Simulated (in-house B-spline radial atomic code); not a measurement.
Whole-atom quantities along the 10-electron series, configuration [He] 2s2 2p6. Breit and QED terms are first order and not part of the total energy; the density at the nucleus is averaged over the nuclear charge. Computed with a B-spline radial code for spherical atoms: Dirac-Hartree-Fock, average of the configuration, finite nuclei.

```csv
ion,Z,E/Z² (Eh),Σ<r²> (bohr²),n(0)/Z³ (bohr⁻³),Lamb diamagnetic shielding (ppm),repulsion over attraction,Breit energy (eV),self-energy (eV),vacuum polarisation (eV),Dirac less non-relativistic energy (Eh)
In39+,49,-1.8805,0.12661,1.4005,3519.39,0.042496,91.618,82.457,-10.431,-127.36
Sn40+,50,-1.8863,0.12084,1.4387,3603.89,0.041633,97.739,88.494,-11.367,-138.78
Sb41+,51,-1.8921,0.11543,1.4789,3689.07,0.040802,104.14,94.853,-12.371,-150.97
Te42+,52,-1.8977,0.11037,1.5191,3774.93,0.04,110.82,101.54,-13.445,-163.98
I43+,53,-1.9034,0.10561,1.5639,3861.53,0.039227,117.79,108.58,-14.595,-177.85
Xe44+,54,-1.909,0.10113,1.6092,3948.86,0.03848,125.06,115.98,-15.825,-192.62
Cs45+,55,-1.9146,0.096917,1.6575,4036.96,0.037758,132.63,123.75,-17.138,-208.33
```

Q: With what power of Z does the column «Breit energy (eV)» change over this range?

A: A fit of the logarithm of its size against log Z from Z = 49 to 55 has slope 3.20.
